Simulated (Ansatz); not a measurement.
Reaction (redistribution): `C[N](C)[InH][F]` + `[O]=[V]([OH])([OH])[Cl]` → `C[N](C)[InH][OH]` + `[O]=[V]([OH])([F])[Cl]`

Computed with Ansatz on PBE0-D4/def2-TZVP structures; ΔE is electronic, products minus reactants. CCSD(T)/CBS is the MP2 limit (def2-TZVPP, def2-QZVPP) plus CCSD(T) − MP2 in def2-TZVPP, frozen cores. Functionals use def2-TZVPP. B3LYP here is the variant with VWN-RPA as its local correlation; programs differ in this. def2 core potentials past Kr. For In, V outer-core shells are correlated without core-valence functions, which leaves a few kJ/mol of doubt a bond. Scalar relativity is left out up to krypton. Each species was taken in one conformer, which may not be the lowest.

```json
{"level": "BLYP-D4", "ΔE (eV)": "0.18"}
{"level": "B3LYP-D4", "ΔE (eV)": "0.20"}
{"level": "r2SCANh-D4", "ΔE (eV)": "0.19"}
{"level": "BLYP", "ΔE (eV)": "0.18"}
{"level": "r2SCAN0", "ΔE (eV)": "0.20"}
{"level": "HF/def2-SVP", "ΔE (eV)": "0.37"}
{"level": "MP2/def2-TZVPP", "ΔE (eV)": "0.18"}
{"level": "CCSD/def2-TZVPP", "ΔE (eV)": "0.18"}
```

(1) What does CCSD(T)/CBS give? (Best estimate.)

(2) What do rigid-rotor, harmonic-oscillator terms from PBE0-D4/def2-TZVP frequencies (298.15 K, 1 bar) make of the CCSD(T)/CBS value? (An estimate is asked.)

Largest T1 diagnostic among the species: 0.032, so the coupled-cluster value is less sure than usual.

## Answers

(1) The calculation gave: +0.22 eV. The listed levels differ from it by -0.04, -0.02, -0.03, -0.04, -0.02, 0.15, -0.04, -0.04 eV.

(2) Computed: ΔZPE = 0.00 eV, ΔH = +0.22 eV, ΔS = 1 J/(mol·K), ΔG = +0.22 eV.

Leaving LDA and LC-ωPBE aside and taking each functional with its dispersion term where it has one, the values, not all of them listed here, spread over 0.06 eV, from revPBE-D4 to BHLYP-D4. In def2-TZVPP, CCSD(T) changes the Hartree–Fock value by −0.06 eV (the triples alone add +0.00 eV) and MP2 by −0.06 eV. At CCSD(T), def2-SVP lies +0.04 eV from the extrapolated value and def2-TZVPP −0.04 eV.

CCSD(T)/CBS has its own doubt, a few kJ/mol and more with outer-core shells, so smaller differences from it don't rank the levels.
